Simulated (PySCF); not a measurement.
**Worked example: entropy of an ideal gas**

H3Si2, SMILES [SiH2][SiH] (connectivity only; charge and spin as stated), neutral, multiplicity 2.

Coordinates come from a ωB97X-D3(BJ)/def2-TZVP optimisation. The isomer is the one that the SMILES or the coordinates give; other isomers of the formula were not compared.

PySCF with ωB97X-D3(BJ)/def2-TZVP gives the harmonic wavenumbers 168, 408, 422, 492, 724, 979, 2072, 2230, 2243 cm⁻¹ and the rotational temperatures 4.7091, 0.2999, 0.2820 K. The molar mass is 59.19 g/mol, the symmetry number 1, the spin multiplicity 2.

Problem. Work out the entropy at 298.15 K and 1 atm in the rigid-rotor, harmonic-oscillator model.

Solution. 
Translation (Sackur–Tetrode at 1 atm): S = R[1.5 ln M + 2.5 ln T − 1.16487] = 159.6 J/(mol K).
Rotation: q = (√π/σ) T^1.5/√(θA θB θC) = 14500, S = R[ln q + 3/2] = 92.1 J/(mol K).
Vibration: with u = 1.4388 ν/T, each mode gives R[u/(e^u − 1) − ln(1 − e^−u)]:
```csv
ν (cm⁻¹),modes,u,S (J/(mol K))
168,1,0.81,10.28
408,1,1.97,3.91
422,1,2.04,3.70
492,1,2.37,2.84
724,1,3.49,1.17
979,1,4.72,0.43
```
The stiffer modes add less than 0.005 each. Sum 22.3 J/(mol K).
Spin: R ln 2 = 5.8 J/(mol K).
Total 279.9 J/(mol K); the program's own thermochemistry gives 279.9. Translation makes up 57 % and vibration 8 %. Anharmonicity, hindered rotation and orbital degeneracy are left out.
